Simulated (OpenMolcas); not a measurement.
**N II: effect of the active space**

```json
{
  "Program": "OpenMolcas 26.06",
  "Method": "CASSCF or its RAS form",
  "Basis": "ANO-L-VQZP",
  "Scalar Hamiltonian": "non-relativistic, point nucleus",
  "Spin-orbit coupling": "state interaction with AMFI integrals over the reference wave functions, term energies averaged over their components"
}
```

A. 2 electrons in 3 orbitals (2p); 2S+1 = 3 even, 3 roots; 2S+1 = 1 even, 6 roots; cost of the order of 5 core-seconds
B. 4 electrons in 8 orbitals (2s 2p 3s 3p); 2S+1 = 3 even, 3 roots; 2S+1 = 1 even, 6 roots kept (CI in the orbitals of an earlier block); 2S+1 = 5 odd, 1 root; 2S+1 = 3 odd, 9 roots kept (CI in the orbitals of an earlier block); 2S+1 = 1 odd, 5 roots kept (CI in the orbitals of an earlier block); cost about 13 core-seconds
C. 4 electrons in 9 orbitals (RAS2 2s 2p; RAS3 3d, at most 2 electrons); 2S+1 = 3 even, 3 roots; 2S+1 = 1 even, 6 roots kept (CI in the orbitals of an earlier block); 2S+1 = 5 odd, 1 root; 2S+1 = 3 odd, 9 roots kept (CI in the orbitals of an earlier block); 2S+1 = 1 odd, 5 roots kept (CI in the orbitals of an earlier block); cost about 30 core-seconds

Energies in cm-1 above 2s2 2p2 3P0, the measured ground level; measured values from NIST Handbook of Basic Atomic Spectroscopic Data.

```tsv
Level	A	B	C	Measured
2s2 2p2 3P0	0.0	0.0	0.0	0.0
2s2 2p2 3P1	47.1	45.3	44.9	48.7
2s2 2p2 3P2	140	135	134	131
2s2 2p2 1D2	17804	17763	17771	15316
2s2 2p2 1S0	43856	29697	37596	32689
```

Deviations, from unrounded energies. A percentage is the sum of absolute deviations over the sum of measured energies, with the sign that they share, or ± where signs differ.

```csv
Against measurement,Levels,A,B,C
mean absolute deviation (cm-1),4,3400,1400,1800
fine structure of the ground term (%),2,±6.2,±4.1,±3.7
other terms of the ground configuration (%),2,+28.4,±11.3,+15.3
```

B lies closest to measurement on these levels and A furthest from it. The largest miss of B in the table is 2s2 2p2 1S0, by -3000 cm-1. The ranking rests on the paired levels alone, and a cruder setting can come out closer through cancelling errors.

Among A to C the level of the table that moves most is 2s2 2p2 1S0, by 14000 cm-1 (lowest in B, highest in A).

Without dynamic correlation excited terms often stand tens of per cent too high (terms of higher spin than the ground term too low), and those without a measured partner can miss by more than the paired ones. With the s shell closed, the reference lacks s² → p² mixing (holds for A). Terms from blocks run as CI alone lack orbitals of their own (holds for B; C). Active for correlation alone: 3p 3s; no level in the range computed is led by a configuration that fills them, so any true level of that kind is missing (holds for B). Active for correlation alone: 3d; no level in the range computed is led by a configuration that fills it, so any true level of that kind is missing (holds for C). Measured partners are found by configuration, term and J. A level has none where our copy of the source lacks it or the pairing is in doubt (some pairs that miss far off the trend of their configuration count as doubtful), and it then counts in no deviation. Levels of configurations outside the active space are missing. Levels that lie high or do not pair safely by name in every column are left out.
